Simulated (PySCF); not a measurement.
Be(Br)(iPr), SMILES C[CH](C)[Be][Br] (C₃H₇BeBr) (CAM-B3LYP/def2-SVP optimised geometry):

```
12

Be    -0.713     0.065     0.000
Br    -2.674     0.081    -0.021
C      0.967     0.065     0.000
C      1.573    -1.348     0.009
C      1.570     0.925     1.123
H      1.252     0.537    -0.963
H      2.674    -1.313    -0.060
H      1.331    -1.889     0.938
H      1.215    -1.966    -0.830
H      1.210     1.966     1.097
H      2.671     0.960     1.055
H      1.327     0.522     2.120
```

Calculation: PySCF with CAM-B3LYP/def2-TZVP.

**Question.** What are the frontier orbital energies and the dipole moment?

**Answer.** HOMO-2 -10.08 eV, HOMO-1 -10.07 eV, HOMO -9.10 eV, LUMO 0.45 eV, LUMO+1 0.83 eV; dipole moment 1.06 D.

Meta-Löwdin charges at CAM-B3LYP/def2-TZVP: Be1 1.23, Br2 -0.66, C3 -0.62, C4 -0.32, C5 -0.32, H6 0.09, H7 0.10, H8 0.10, H9 0.10, H10 0.10, H11 0.10, H12 0.10.
